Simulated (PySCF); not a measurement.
Si(F)4(OH2) (F4H2OSi), SMILES O->[Si](F)(F)(F)F (connectivity only; charge and spin as stated), neutral, multiplicity 1.

Geometry optimised at PBE0-D3(BJ)/def2-SVP. The values are those of a single conformer.

Method: PySCF 2.14.0 with TDA-LC-ωPBE/def2-SVPD.

Vertical excitations. The molecule is in vacuum. State labels are in the subgroup Cs.

Computed excitation energies, oscillator strengths and character:
```tsv
state	symmetry	energy (eV)	λ (nm)	f	main pairs
S1	A'	9.28	134	0.072	HOMO→LUMO 84 %
S2	A'	10.82	115	0.046	HOMO−1→LUMO 57 %, HOMO−1→LUMO+1 18 %
S3	A"	10.84	114	0.004	HOMO−2→LUMO 51 %, HOMO−2→LUMO+1 18 %, HOMO→LUMO+2 14 %
S4	A'	11.08	112	0.162	HOMO−4→LUMO 47 %, HOMO→LUMO+1 13 %, HOMO−9→LUMO 9 %
S5	A"	11.14	111	0.000	HOMO→LUMO+2 61 %
S6	A"	11.29	110	0.000	HOMO−3→LUMO 67 %, HOMO−3→LUMO+1 10 %
S7	A'	11.69	106	0.048	HOMO→LUMO+1 39 %, HOMO−1→LUMO+1 9 %, HOMO−5→LUMO 7 %, HOMO−7→LUMO 7 %
S8	A"	11.98	104	0.005	HOMO−8→LUMO 44 %, HOMO−2→LUMO+1 19 %, HOMO−8→LUMO+1 7 %
S9	A'	12.11	102	0.034	HOMO−4→LUMO+1 30 %, HOMO−9→LUMO 22 %, HOMO→LUMO+3 7 %, HOMO−4→LUMO 6 %
S10	A'	12.16	102	0.004	HOMO−5→LUMO 33 %, HOMO→LUMO+3 16 %, HOMO−1→LUMO+1 6 %
T1	A'	8.72	142	0	HOMO→LUMO 79 %
T2	A'	10.41	119	0	HOMO−1→LUMO 36 %, HOMO−4→LUMO 25 %, HOMO−1→LUMO+1 7 %
T3	A"	10.53	118	0	HOMO−2→LUMO 45 %, HOMO−2→LUMO+1 20 %, HOMO→LUMO+2 14 %
T4	A'	10.60	117	0	HOMO−4→LUMO 20 %, HOMO→LUMO+1 16 %, HOMO−1→LUMO+1 15 %, HOMO−1→LUMO 13 %
```
Triplets are in the Tamm–Dancoff approximation.
